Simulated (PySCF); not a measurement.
**First hyperpolarisability: SMILES [SiH3]C1=CC1=C1C=CC=C1, C$_{8}$H$_{8}$Si**

Molfile (atoms numbered from 1):
```
C8H8Si
     RDKit          3D

 17 18  0  0  0  0  0  0  0  0999 V2000
    2.9939    0.2031    0.0127 Si  0  0  0  0  0  4  0  0  0  0  0  0
    1.4498   -0.7931   -0.3018 C   0  0  0  0  0  0  0  0  0  0  0  0
    0.8250   -1.8958   -0.7287 C   0  0  0  0  0  0  0  0  0  0  0  0
    0.0127   -0.8575   -0.2348 C   0  0  0  0  0  0  0  0  0  0  0  0
   -1.1779   -0.2944    0.0818 C   0  0  0  0  0  0  0  0  0  0  0  0
   -1.3738    1.0264    0.6562 C   0  0  0  0  0  0  0  0  0  0  0  0
   -2.7183    1.2043    0.8213 C   0  0  0  0  0  0  0  0  0  0  0  0
   -3.4118    0.0143    0.3625 C   0  0  0  0  0  0  0  0  0  0  0  0
   -2.4926   -0.8926   -0.0835 C   0  0  0  0  0  0  0  0  0  0  0  0
    3.0463    0.5167    1.4684 H   0  0  0  0  0  0  0  0  0  0  0  0
    2.8909    1.4612   -0.7790 H   0  0  0  0  0  0  0  0  0  0  0  0
    4.1875   -0.5869   -0.4000 H   0  0  0  0  0  0  0  0  0  0  0  0
    0.9237   -2.8919   -1.1574 H   0  0  0  0  0  0  0  0  0  0  0  0
   -0.5768    1.7291    0.9002 H   0  0  0  0  0  0  0  0  0  0  0  0
   -3.2030    2.0918    1.2305 H   0  0  0  0  0  0  0  0  0  0  0  0
   -4.4939   -0.1230    0.3768 H   0  0  0  0  0  0  0  0  0  0  0  0
   -2.6836   -1.8847   -0.4922 H   0  0  0  0  0  0  0  0  0  0  0  0
  1  2  1  0
  2  3  2  0
  3  4  1  0
  4  5  2  3
  5  6  1  0
  6  7  2  0
  7  8  1  0
  8  9  2  0
  4  2  1  0
  9  5  1  0
  1 10  1  0
  1 11  1  0
  1 12  1  0
  3 13  1  0
  6 14  1  0
  7 15  1  0
  8 16  1  0
  9 17  1  0
M  END
```

Level of theory: quadratic response CAM-B3LYP/aug-cc-pVDZ first hyperpolarisability, Taylor convention, gas phase in PySCF 2.14.0. Geometry: PBE0-D3(BJ)/def2-SVP.

Task: What is the first hyperpolarisability, and how does it disperse?

Result: In 10⁻³⁰ esu, Taylor convention; the vector part is βᵢ = ⅓ Σⱼ (βᵢⱼⱼ + βⱼᵢⱼ + βⱼⱼᵢ); β∥ is 3/5 of the vector part along the dipole, the dipole points from − to +:
| process | λ (nm) | β vector norm | β∥ | β HRS | depolarisation ratio |
| --- | --- | --- | --- | --- | --- |
| static β(0;0,0) | ∞ | 2.92 | -1.54 | 1.43 | 3.31 |
| second harmonic β(−2ω;ω,ω) | 1907 | 3.37 | -1.77 | 1.63 | 3.47 |
| Pockels β(−ω;ω,0) | 1907 | 3.06 | -1.61 | – | – |
| second harmonic β(−2ω;ω,ω) | 1064 | 5.04 | -2.65 | 2.37 | 3.88 |
| Pockels β(−ω;ω,0) | 1064 | 3.40 | -1.79 | – | – |

Task: Which lowest excitations, dipole and polarisabilities go with it?

Result: S1 3.81 eV (f = 0.051); S2 3.86 eV (f = 0.022); S3 4.29 eV (f = 0.014); dipole 4.88 D; isotropic α 132.9 au static, 133.8 au at 1907 nm, 135.8 au at 1064 nm, 136.6 au at 953.5 nm, 146.7 au at 532 nm.
